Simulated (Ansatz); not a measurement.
Geometry optimisation, RKS PBE/def2-SVP (Ansatz 0.2.0).

input.yaml

```yaml
crystal:
  periodic: [false, false, false]
  atoms:
    - { symbol: Zr, position_ang: [0.14563, -3.0e-05, -0.075546] }
    - { symbol: Cl, position_ang: [0.261883, 0.000165, 2.402686] }
    - { symbol: Cl, position_ang: [2.362612, 9.0e-06, -0.769493] }
    - { symbol: Cl, position_ang: [-0.754057, 1.946757, -0.984768] }
    - { symbol: Cl, position_ang: [-0.753904, -1.946926, -0.984702] }
    - { symbol: F, position_ang: [-2.713938, 0.000912, 1.291908] }
    - { symbol: H, position_ang: [-2.288625, -0.000885, 2.122714] }
basis:
  gaussian: { orbitals: def2-SVP }
hamiltonian:
  xc: pbe
relax:
  f_tol: 0.03
  max_steps: 50
```

Command:

```bash
$ ansatz run input.yaml --threads 4 --pin off --max-ram 5120MiB --backend cpu --events-out ev --progress --plain --runs-dir out
```

Task: Where does it end, and by what steps?

Result: The run converged. After 8 steps the energy has fallen by 0.315 eV; F6 moved furthest, 0.47 Å. Joined: Zr1–F6 (3.17 → 2.41 Å).

```tsv
step	energy less start (eV)	largest force component (eV/Å)	accepted
0	0.0000	1.335	yes
1	-0.1319	0.890	yes
2	-0.2539	0.385	yes
3	-0.2399	0.755	no
4	-0.2983	0.179	yes
5	-0.3077	0.147	yes
6	-0.3135	0.111	yes
7	-0.3148	0.133	yes
8	-0.3151	0.029	yes
```

```xyz
7
Properties=species:S:1:pos:R:3
Zr -0.126 0.000 0.030
Cl 0.146 0.000 2.448
Cl 2.141 0.000 -0.525
Cl -0.872 1.961 -1.007
Cl -0.872 -1.961 -1.007
F -2.290 0.000 1.097
H -1.866 0.000 1.968
```

The run took 19 s on 4 threads of Intel(R) Xeon(R) Platinum 8259CL CPU @ 2.50GHz (Skylake/Cascade Lake), with other jobs on the host, peak memory 0.22 GiB.
